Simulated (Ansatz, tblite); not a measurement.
Adding an electron: Ga₃Sb₂⁺. Charge 1, multiplicity 1. Geometry: r2SCAN-D4/def2-SVP. Ansatz, gas phase; energy differences of separate SCF runs; the reduced species was run as a doublet alone.

```xyz
5

Ga    1.6581   -1.1362    1.1043
Ga   -3.0535    0.4499   -0.4067
Ga    2.3473    0.6225   -0.6404
Sb   -0.4844   -0.9041   -0.9855
Sb   -0.4675    0.9680    0.9283
```

In the def2 sets Sb takes a core potential; there is no spin–orbit coupling. The xTB rows come from tblite. HOMO above LUMO, or a gap near zero within one spin, warns that the state may not be the lowest or that an electron is smeared out. The structure comes from a short search, and lower isomers may exist.

| level | −HOMO (eV) | −LUMO (eV) | vertical EA (eV) | HOMO–LUMO gap (eV) | remarks |
| --- | --- | --- | --- | --- | --- |
| GFN1-xTB | 12.56 | 11.74 | 9.44 | 0.81 | – |
| GFN2-xTB | 12.42 | 11.64 | 9.68 | 0.79 | – |
| PBE-D4/def2-TZVP | 9.32 | 8.14 | 6.02 | 1.18 | gap within one spin near zero (doublet) |
| r2SCAN-D4/def2-TZVP | 9.54 | 8.23 | 6.23 | 1.31 | – |
| PBE0-D4/def2-TZVP | 10.01 | 7.52 | 6.11 | 2.49 | – |

  Raw xTB energy differences between charge states are shifted by several eV; the methods need an empirical correction for them.
